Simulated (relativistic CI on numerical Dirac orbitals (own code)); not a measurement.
## Ti4+ in a cubic cluster: 3s photoemission with charge transfer

Computed with a charge-transfer multiplet model of a cubic metal-ligand cluster with up to 2 ligand holes, Slater and spin-orbit integrals from Dirac-Coulomb-Breit ions, Slater integrals scaled by 0.8. The ground state mixes d0 with configurations of k ligand holes L, whose averages lie at kΔ + k(k − 1)U_dd/2; a core hole lowers each added d electron by U_cd. 300 K, Lorentzian 1.4 eV and Gaussian 0.8 eV FWHM.

Atomic integrals in eV (Slater integrals scaled, ζ unscaled), ground: F2dd 6.578, F4dd 4.090, zeta_d 0.013; with the core hole: F2dd 6.578, F4dd 4.090, zeta_d 0.022, G2cd 8.461. Where a configuration has fewer than two d electrons, the dd integrals are those of d2.

Cluster parameters (eV): U_dd = 4.7, U_cd = 5.9, 10Dq = 1.45, 10Dq(ligand) = 1, V(eg) = 1.8, V(t2g) = -0.95, final-state hopping factor = 0.8.

| Case | n_d | d0 | d1L | d2L2 | S |
| --- | --- | --- | --- | --- | --- |
| Δ = -1.8 eV | 1.06 | 0.18 | 0.58 | 0.24 | 0.00 |
| Δ = 1.2 eV | 0.73 | 0.38 | 0.51 | 0.11 | 0.00 |
| Δ = 2.2 eV | 0.62 | 0.46 | 0.46 | 0.08 | 0.00 |
| Δ = 3.2 eV | 0.52 | 0.54 | 0.41 | 0.06 | 0.00 |
| Δ = 4.2 eV | 0.43 | 0.61 | 0.35 | 0.04 | 0.00 |

Weights, n_d and S are thermal averages at 300 K. Binding energies count from the first peak over 30 % of the highest in each spectrum, which can be another peak from case to case. The parameters are a model scan and need not match a compound or its usual spin state. Peaks in eV (height, largest 100):
- Δ = -1.8 eV: 0.0 (100), 4.0 (34), 8.9 (16), 11.9 (10)
- Δ = 1.2 eV: 0.0 (100), 4.4 (29), 8.0 (18), 10.7 (11)
- Δ = 2.2 eV: 0.0 (100), 4.5 (28), 7.9 (21)
- Δ = 3.2 eV: 0.0 (100), 4.7 (27), 7.8 (21)
- Δ = 4.2 eV: 0.0 (100), 4.9 (28), 7.3 (19)

Curve for Δ = -1.8 eV (points under 2 left out, the grid thinned):

(E (eV), Intensity): (-3.8, 4.5), (-3.3, 5.9), (-2.9, 7.5), (-2.4, 10.6), (-2.0, 14.9), (-1.5, 24.9), (-1.1, 40.4), (-0.6, 72.9), (-0.2, 96.7), (0.3, 91.3), (0.7, 67.0), (1.2, 42.1), (1.6, 30.1), (2.1, 22.8), (2.5, 21.7), (3.0, 24.4), (3.4, 28.7), (3.9, 33.6), (4.3, 32.0), (4.8, 24.3), (5.2, 18.7), (5.7, 14.8), (6.2, 12.1), (6.6, 10.2), (7.1, 8.9), (7.5, 9.1), (8.0, 11.1), (8.4, 14.1), (8.9, 16.4), (9.3, 14.6), (9.8, 10.0), (10.2, 7.4), (10.7, 6.4), (11.1, 7.3), (11.6, 9.5), (12.0, 9.8), (12.5, 7.3), (12.9, 4.9), (13.4, 3.1), (13.8, 2.4), (15.9, 2.2), (16.3, 2.9), (16.8, 3.6), (17.2, 3.2), (17.7, 2.1)

A d0 ion has no d-d gap: its lowest excitations are ligand-to-metal charge transfer. With the core hole the configuration with one ligand hole lies at Δ − U_cd = -7.7, -4.7, -3.7, -2.7, -1.7 eV from the one without, in the order of the table; where this is negative the screened configuration lies lower, though the effective hopping of about 3.3 eV (from the holes of the mixed ground state) mixes the two strongly wherever it is as large as the gap.

With at most 2 ligand holes the space is cut while the next configuration still counts, so covalency is underestimated, and a final configuration with one more ligand hole, which can lie low, is missing from the spectra.

Without intra-shell correlation the exchange splitting of the 3s hole comes out too large.
